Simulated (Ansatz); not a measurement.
A geometry relaxed with PBE-D3(BJ)/def2-SVP (Ansatz, a first-principles code), charge 0, multiplicity 1:

```xyz
20

C     -3.0611     1.5412    -0.4195
S     -3.0513    -0.1449     0.0399
H     -1.9942    -4.5648     1.2439
C      0.9194    -1.0727     0.2919
C      0.6412     1.2637    -0.3447
C     -0.4754    -1.2744     0.3471
H     -1.6131     3.1164    -0.8490
C     -1.0416    -2.5378     0.6914
C     -1.8041     2.0727    -0.5646
C      1.4880     0.1812    -0.0499
H      1.0626     2.2456    -0.6125
C     -1.5512    -3.6135     0.9846
C     -1.3061    -0.1632     0.0445
H      1.5662    -1.9323     0.5258
H      3.9775     0.0946     1.2386
C     -0.7640     1.1094    -0.3024
Si     3.3636     0.3867    -0.1052
H      3.6885     1.8018    -0.4988
H     -4.0244     2.0482    -0.5575
H      3.9795    -0.5578    -1.1035
```

Question: Write the SMILES of this molecule.

Answer: `C#Cc1cc([SiH3])cc2ccsc12`
